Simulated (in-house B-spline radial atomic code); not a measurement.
Configurations of Sb²⁺, with energies counted from [Kr] 4d10 5s2 5p1. Method: non-relativistic PBE0, spin-polarised, spherical fractional occupations, point nucleus. Calculated with an all-electron radial atomic-structure program (B-spline basis). Shells without spins written out take the highest spin.

Caution: exact exchange at fractional occupations of open shells leaves self-interaction of up to several eV.

Occupations are held fixed; configurations that lie above the ionisation limit could autoionise.

```tsv
configuration	E - E(ref) (eV)	highest orbital	its <r> (bohr)
[Kr] 4d10 5s2 6p1	12.979	6p up	5.479
[Kr] 4d10 5s2 6d(1 up, 0 down)	16.368	6d up	7.351
[Kr] 4d10 5s1 5p1 6p1	20.939	6p up	5.402
[Kr] 4d(5 up, 4 down) 5s2 5p(0 up, 1 down) 6f(1 up, 0 down)	60.527	6f up	12.62
[Ar] 3d10 4s2 4p5 4d10 5s2 5p1 6s1	117.58	6s up	4.528
[Ar] 3d9 4s2 4p6 4d10 5s2 5p2	546.25	5p up	2.381
```

Task: Order these further configurations by energy, lowest first.
A. [Ar] 3d(5 up, 4 down) 4s2 4p6 4d10 5s2 5p(0 up, 1 down) 6p(1 up, 0 down)
B. [Kr] 4d10 5s1 5p1 6d1
C. [Kr] 4d9 5s2 5p1 5d1
D. [Kr] 4d10 4f(1 up, 0 down) 5s2
E. [Ar] 3d10 4s2 4p5 4d10 5s2 5p1 6f1

Result: D (15.815 eV), B (24.35 eV), C (50.07 eV), E (127.53 eV), A (562.39 eV).

Task: How far above the reference does [Ar] 3d9 4s2 4p6 4d10 5s2 5p1 5d1 lie?

Result: 559.03 eV; its least bound orbital is 5d up with <r> = 3.388 bohr.

Task: How far above the reference does [Kr] 4d9 5s2 5p1 5f1 lie?

Result: 58.471 eV; its least bound orbital is 5f up with <r> = 7.901 bohr.
